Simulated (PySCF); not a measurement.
## GaAs⁻ at ROHF-CCSD(T)

Level: ROHF-CCSD(T). basis Ga def2-TZVPPD, As def2-TZVPPD; no relativity; PySCF 2.14.

| Quantity | Value |
| --- | --- |
| state | ²Σ⁺ (doublet), unpaired electrons σ ↑ |
| bond length | 2.232 Å |
| harmonic wavenumber | 329 cm⁻¹ |
| force constant | 2.29 mdyn/Å |
| rotational constant Be | 0.09425 cm⁻¹ |
| anharmonicity ωexe | 0.931 cm⁻¹ |
| vibration–rotation constant αe | 0.000362 cm⁻¹ |

Correlated steps freeze 18 core orbitals. Spin–orbit coupling is left out. The state was picked by a PBE0 search and need not be the measured ground state.
